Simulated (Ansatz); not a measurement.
Process, species as SMILES: CCCCCCO -> [CH3] (CH3) + [CH2]CCCCO (the C-C bond at the site shown breaks; other sites are not compared here)
Structures are relaxed separately at B3LYP-D3(BJ)/def2-TZVP in Ansatz (a first-principles code), one conformer each, not searched for the lowest.

Wanted: bond dissociation energy (electronic energy difference), in kcal/mol. Correlated levels leave the core frozen unless marked. UHF or UKS for open shells. Spin-orbit coupling is left out. Non-relativistic. CBS marks a two-point X^-3 extrapolation of the correlation energy; Hartree-Fock from the larger set. [CCSD(T)-MP2]/basis is that difference in the basis named.

RI-MP2/CBS(cc-pVTZ,cc-pVQZ)+[CCSD(T)-MP2]/cc-pVTZ (Ansatz) gives 96.7 kcal/mol.

Question: Another calculation gave 87.2 kcal/mol. Which level was it?
A) revPBE/def2-TZVPD (Ansatz)
B) wB97M-V/def2-TZVPD (Ansatz)
C) CAM-B3LYP/def2-TZVPD (Ansatz)
D) SVWN5/def2-TZVPD (Ansatz)

Answer: A, revPBE/def2-TZVPD (Ansatz). The others give 96.5 (wB97M-V), 91.1 (CAM-B3LYP), 112.1 (SVWN5) kcal/mol.
